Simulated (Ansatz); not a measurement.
Molecule: sum formula BNH4, net charge 1, doublet state. 
Geometry from a B3LYP-D3(BJ)/def2-TZVP (Ansatz, a program for electronic structure) optimisation:
```
B
N 1 1.4333
H 2 1.0247 1 123.33
H 2 1.0247 3 113.35 1 180.00
H 1 1.2015 2 119.65 3 79.26
H 1 1.2015 5 120.69 2 180.00
```
Charge +1, spin multiplicity 2.

Problem. Give the harmonic wavenumbers at B3LYP-D3(BJ)/def2-TZVP (Ansatz, finite differences of forces, unscaled).

Solution. 156, 500, 639, 802, 974, 1009, 1046, 1547, 2484, 2553, 3402, 3481 cm⁻¹. Zero-point energy 26.6 kcal/mol.

Problem. From these and the geometry, give the ideal-gas thermochemistry at 298.15 K and 1 atm (rigid rotor, harmonic oscillator).

Solution. Point group C2, rotational symmetry number 2. Rotational constants 137.5, 24.43, 23.32 GHz. S(trans) 36.01, S(rot) 17.58, S(vib) 4.13, S(elec, spin only) 1.38, S 59.1 cal/(mol K). H(298) - H(0) 3.11 kcal/mol; G - E(el) 12.1 kcal/mol.
